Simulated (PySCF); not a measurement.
OsO4, SMILES [Os](=[O])(=[O])(=[O])=[O], multiplicity 1. Geometry: B3LYP-D3(BJ)/def2-SVP. The multiplicity is an assumed one; other spin states were not compared. The isomer is the one that the SMILES or the coordinates give; other isomers of the formula were not compared. The def2 effective core potentials stand for the cores of Os; spin–orbit coupling is left out.

Computed equilibrium geometry at B3LYP-D3(BJ)/def2-SVP (PySCF confirms it by a frequency run) as bond lengths and angles, and its point group:
point group Td.
Atoms: Os1 O2 O3 O4 O5. Bonds (Å): Os1–O2 1.706, Os1–O3 1.706, Os1–O4 1.706, Os1–O5 1.706. Angles (°): O2–Os1–O3 109.5, O2–Os1–O4 109.5, O2–Os1–O5 109.5, O3–Os1–O4 109.5, O3–Os1–O5 109.5, O4–Os1–O5 109.5.
